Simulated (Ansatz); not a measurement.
Cartesian coordinates (Å):
```xyz
3

F      1.1377    -0.2137     0.0000
B     -0.0001     0.4279     0.0000
F     -1.1376    -0.2142     0.0000
```
Charge 0, spin multiplicity 2.

Method: Ansatz (a first-principles code) with frozen-core CCSD(T)/cc-pVTZ // PBE0-D3(BJ)/def2-TZVP.

```
Quantity                       Result
----------------------  -------------
HF energy               -223.70742 Ha
MP2 correlation energy    -0.57056 Ha
```

**Question.** Estimate the CCSD correlation energy, the (T) correction, the total energy and the T1 diagnostic.

**Answer.** 
```
Quantity                         Value
-----------------------  -------------
CCSD correlation energy    -0.57262 Ha
(T) correction             -0.01749 Ha
CCSD(T) total energy     -224.29752 Ha
T1 diagnostic                    0.015
```
